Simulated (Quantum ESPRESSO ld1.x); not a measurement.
Hg I, 80 electrons, occupied as [Xe] 4f14 5d9.5 6s2 6p0.5 (fractional occupations, a model configuration). Calculated with ld1.x of Quantum ESPRESSO 7.5: scalar-relativistic Kohn-Sham, LDA (Slater exchange, Perdew-Wang correlation), spin-polarised, spherical densities, point nucleus; open shells are filled with parallel spins first. Some entries of the table are withheld. Estimate them.

orbital  occ.  eigenvalue (eV)  <1/r> (bohr^-1)
1s up       1       -83124.642            97.59
1s down     1       -83124.637            97.59
2s up       1       -14735.972            22.89
2s down     1       -14735.933            22.89
2p up       3       -12710.742            20.28
2p down     3       -12710.707            20.28
3s up       1        -3498.701            8.482
3s down     1        -3498.679            8.482
3p up       3        -2913.754            7.717
3p down     3        -2913.731            7.717
3d up       5        -2297.812            7.258
3d down     5        -2297.781            7.258
4s up       1         -770.779            3.644
4s down     1         -770.735            3.644
4p up       3         -578.975            3.284
4p down     3         -578.931            3.284
4d up       5         -351.518            2.947
4d down     5         -351.466            2.947
5s up       1         -121.408            1.510
5s down     1         -121.160            1.511
4f up       7          -99.162            2.534
4f down     7          -99.095            2.535
5p up       3          -69.539            1.285
5p down     3          -69.249            1.285
5d up       5          -12.459           0.8998
5d down   4.5          -12.133           0.9001
6s up       1           -8.540           0.4904
6s down     1           -8.222           0.4905
6p up     0.5              (1)           0.3139
6p down     0              (2)           0.3098

Answer. 
(1) 6p up eigenvalue (eV): -2.083
(2) 6p down eigenvalue (eV): -1.790
